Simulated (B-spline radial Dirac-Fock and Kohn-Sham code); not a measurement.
## Relativistic shifts of the levels of Pm⁵⁺

System: Pm⁵⁺, [Kr] 4d10 4f3 5s2 5p5.

Both columns are ΔSCF binding energies of the configuration average from a radial finite-basis atomic code: non-relativistic Hartree-Fock with a point nucleus, and Dirac-Fock with a finite nucleus and the Coulomb interaction alone, averaged over the two j levels with weights 2j+1.

```csv
shell,Hartree-Fock (eV),Dirac-Fock (eV),shift (eV),shift (%)
1s,43020.2,45444.9,+2424.68,+5.64
2s,6916.8,7533.4,+616.60,+8.91
2p,6547.7,6739.7,+192.03,+2.93
3s,1597.2,1738.2,+141.04,+8.83
3p,1434.3,1482.1,+47.80,+3.33
3d,1134.4,1120.3,-14.19,-1.25
4s,388.1,420.4,+32.26,+8.31
4d,208.3,204.3,-4.04,-1.94
4f,79.52,74.65,-4.87,-6.13
5s,103.1,109.0,+5.84,+5.66
5p,82.45,83.69,+1.24,+1.51
```

Relativity binds 1s, 2s, 2p, 3s, 3p, 4s, 5s, 5p more strongly, among those listed most of all 2s in relative terms, and 3d, 4d, 4f more weakly, because the contracted s and p shells screen the nucleus better.

Values without a named source are computed, but for edge energies of neutral atoms, which are taken from tables.
